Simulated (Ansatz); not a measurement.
Job for Ansatz (a program for electronic structure): R-B3LYP/def2-TZVPP on C4H4N2 (SMILES N#CCCC#N), a point of a torsion scan.

Ansatz 0.2 input:
```yaml
crystal:
  periodic: [false, false, false]
  atoms:
    - {symbol: N, position_ang: [-2.29692941, 0.05813880, 1.27317659]}
    - {symbol: C, position_ang: [-1.50461462, 0.27253126, 0.47959407]}
    - {symbol: C, position_ang: [-0.49885491, 0.55360576, -0.51841597]}
    - {symbol: C, position_ang: [0.68105737, -0.43343368, -0.42767261]}
    - {symbol: C, position_ang: [0.22819808, -1.78034729, -0.16824658]}
    - {symbol: N, position_ang: [-0.12770959, -2.84721963, 0.02820539]}
    - {symbol: H, position_ang: [-0.97988778, 0.47230436, -1.49881174]}
    - {symbol: H, position_ang: [-0.14416434, 1.57927143, -0.38945417]}
    - {symbol: H, position_ang: [1.25533247, -0.42219001, -1.35746517]}
    - {symbol: H, position_ang: [1.34504375, -0.14796811, 0.39502533]}
basis:
  gaussian:
    orbitals: def2-TZVPP
hamiltonian:
  xc: {name: B3LYP}
scf: {lower_state_search: off}
```

What total energy does the run end on?

-264.4022 hartree.

How many basis functions does it have, and what does it roughly cost on one machine?

242 functions; very roughly 6 core-seconds.
